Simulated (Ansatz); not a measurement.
A nudged elastic band was laid between two geometries of FH5OSi2 (9 atoms, charge 0, multiplicity 1).

All numbers below come from Ansatz 0.2.0, RKS PBE/6-31G*.

```json
{
  "movable images": "7",
  "climbing image": "yes",
  "spring": "5.0 eV/Å²",
  "optimiser": "quadratic models (default)",
  "start path": "through a guess of the saddle point",
  "force threshold": "0.03 eV/Å",
  "iteration limit": "60",
  "end points": "relaxed"
}
```

First end point:

```xyz
9
Properties=species:S:1:pos:R:3
Si 0.114 0.004 0.143
H 0.584 -0.136 1.556
F 1.414 0.303 -0.797
O -0.911 1.323 0.186
H -1.402 1.492 -0.641
Si -0.956 -1.910 -0.703
H -2.090 -2.297 0.203
H -1.531 -1.633 -2.065
H -0.015 -3.074 -0.816
```

Last end point:

```xyz
9
Properties=species:S:1:pos:R:3
Si -0.664 0.137 0.725
H 1.656 0.114 1.247
F 1.694 -0.173 0.333
O -1.009 1.397 -0.349
H -1.297 1.151 -1.251
Si -1.209 -1.802 -0.660
H -1.891 -2.906 0.104
H -2.113 -1.447 -1.820
H 0.038 -2.399 -1.262
```

Problem. Which bonds break or form, and what moves?

Solution. Bonds broken: Si1–H2, Si1–F3. Bonds formed: H2–F3. FH5OSi2 becomes FH + H4OSi2.

Problem. Give the energies along the band, and the barrier.

Solution. The run converged. The highest image is number 6 of 0 to 8, 3.38 eV above the first end and 0.17 eV above the last; the last end lies 3.21 eV above the first. Neighbouring images differ by up to 1.6 eV, so the band resolves the path poorly. A vibrational analysis at the climbing image gives 2 clearly imaginary modes (822i, 75i cm⁻¹): a point of higher order, so a lower path passes nearby. The orbitals stay closed-shell, which can raise the energy where a bond breaks towards radicals; this wasn't checked here.

```tsv
image	path coordinate (Å)	energy (eV)	Si1–H2 (Å)	Si1–F3 (Å)	H2–F3 (Å)
0	0.00	0.00	1.50	1.63	2.53
1	0.53	0.01	1.50	1.63	2.53
2	1.06	0.03	1.50	1.63	2.53
3	1.58	0.06	1.50	1.63	2.50
4	2.11	0.40	1.49	1.63	2.21
5	2.64	2.02	1.51	1.74	1.67
6	3.17	3.38	1.70	2.05	1.16
7	3.58	3.22	2.10	2.35	0.98
8	3.99	3.21	2.38	2.41	0.96
```

Problem. What is the geometry of the highest image?

Solution. 
```xyz
9
Properties=species:S:1:pos:R:3:forces:R:3
Si -0.407 0.073 0.561 0.00 0.00 -0.01
H 1.122 0.145 1.292 0.00 0.00 0.01
F 1.621 -0.096 0.278 0.00 0.00 0.00
O -0.870 1.421 -0.331 0.00 0.00 0.01
H -1.211 1.250 -1.232 0.00 0.00 -0.01
Si -1.140 -1.855 -0.669 0.00 0.00 0.00
H -1.719 -2.888 0.255 0.00 0.00 0.00
H -2.201 -1.502 -1.681 0.00 0.00 0.00
H 0.012 -2.478 -1.406 0.00 0.00 0.00
```

The band took 13 iterations and of the order of 3 core-minutes.

The run took 3.1 min on 1 thread of Arm Neoverse V2, on a shared host, peak memory 0.14 GiB.
